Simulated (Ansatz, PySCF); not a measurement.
Molecule: BeF2, charge 1, multiplicity 2. 
Coordinates optimised at B3LYP-D3(BJ)/def2-TZVP (Ansatz, a quantum-chemistry and plane-wave program):
```xyz
3

Be     0.0000     0.0000     0.0000
F      0.0000     0.0000     1.4390
F      0.0000     0.0000    -1.4390
```
Charge +1, spin multiplicity 2.

Total electronic energies in hartree. Cores are frozen in the correlated levels unless marked. UHF or UKS for open shells. Spin-orbit coupling is left out. Non-relativistic.  The program attaches cautions to a run behind CCSD(T)/6-31G*: other roots. The program attaches cautions to a run behind CCSD(T)/def2-TZVPPD: other roots. The program attaches cautions to a run behind CCSDT/def2-SVP: other roots.

The T1 diagnostic of CCSD in the largest basis is 0.052, which is high, so the coupled-cluster rows are less sure than usual.

| level | program | energy (Eh) |
|---|---|---|
| HF/def2-QZVPPD | Ansatz | … |
| RI-HF/def2-TZVPPD | Ansatz | -213.25798 |
| revPBE-D3(BJ)/def2-TZVPD | Ansatz + dftd3 | -214.09813 |
| BP86/def2-TZVPD | PySCF | -214.15120 |
| M06-L-D4/def2-TZVPD | PySCF + dftd4 | -214.13534 |
| M06-L/def2-TZVPD | PySCF | -214.13529 |
| B3LYP-D4/def2-TZVPD | Ansatz + dftd4 | -214.15746 |
| PBE0-D3(BJ)/def2-TZVP | Ansatz + dftd3 | -213.92407 |
| MN15-D3(BJ)/def2-TZVPD | PySCF + dftd3 | -213.96946 |
| MN15/def2-TZVPD | PySCF | -213.96946 |
| wB97M-V/def2-TZVPD | Ansatz | -214.08107 |
| B2GP-PLYP-D4/def2-TZVPD | Ansatz + dftd4 | -213.96116 |
| B2PLYP-D4/def2-TZVPD | Ansatz + dftd4 | -214.01863 |
| RPA@PBE/def2-QZVPP | Ansatz | -214.14308 |
| RI-MP2/def2-QZVPPD | Ansatz | … |
| SCS-MP2/def2-QZVPP | Ansatz | -213.79437 |
| SCS-MP2/def2-QZVPPD | Ansatz | -213.79515 |
| CCSD/def2-QZVPP | Ansatz | -213.81014 |
| CCSD/def2-QZVPPD | Ansatz | -213.81079 |
| CCSD(T)/6-31G* | Ansatz | … |
| CCSD(T)/def2-TZVPPD | Ansatz | -213.76771 |
| CCSDT/def2-SVP | Ansatz | -213.34990 |

**Question.** Fill in the missing entries.

**Answer.** 
- HF/def2-QZVPPD, energy (Eh): -213.27465
- RI-MP2/def2-QZVPPD, energy (Eh): -213.80191
- CCSD(T)/6-31G*, energy (Eh): -213.52274
